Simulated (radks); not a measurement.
All-electron atom: the iridium ion Ir4+ in [Xe] 4f14 5d5. Method: scalar-relativistic Kohn-Sham, PBE, spin-polarised, spherical densities, point nucleus; open shells are filled with parallel spins first (spin-orbit coupling, left out, can overturn this in heavy ions); computed with a radial shooting solver on a logarithmic mesh with Libxc functionals. Some entries of the table are withheld. Estimate them.

orbital  occ.  eigenvalue (eV)  <1/r> (bohr^-1)  <r> (bohr)
1s down     1        -76186.14            92.25     0.01743
1s up       1        -76186.13            92.25     0.01743
2s up       1        -13366.57            21.60     0.07360
2s down     1        -13366.19            21.60     0.07360
2p up       3        -11616.73            19.36     0.06624
2p down     3        -11616.43            19.36     0.06624
3s up       1        -3162.477            8.006      0.1904
3s down     1        -3162.348            8.006      0.1904
3p up       3        -2650.932            7.338      0.1913
3p down     3        -2650.786            7.338      0.1913
3d up       5        -2088.465            6.918      0.1733
3d down     5        -2088.200            6.917      0.1733
4s up       1        -711.8759            3.419      0.4232
4s down     1        -711.5197            3.419      0.4233
4p up       3        -544.1210            3.095      0.4505
4p down     3        -543.7908            3.094      0.4505
4d up       5        -338.2714            2.766      0.4785
4d down     5        -337.8837            2.767      0.4782
5s up       1              (1)            1.379      0.9753
5s down     1              (2)            1.393      0.9676
4f up       7        -109.5254            2.315      0.5356
4f down     7        -108.8901            2.323      0.5322
5p up       3        -102.2780            1.177       1.119
5p down     3         -98.6022            1.191       1.110
5d up       5         -52.0939           0.8717         (3)
5d down     0         -47.8529           0.8711         (4)

Answer. 
(1) 5s up eigenvalue (eV): -145.8216
(2) 5s down eigenvalue (eV): -142.9019
(3) 5d up <r> (bohr): 1.476
(4) 5d down <r> (bohr): 1.485
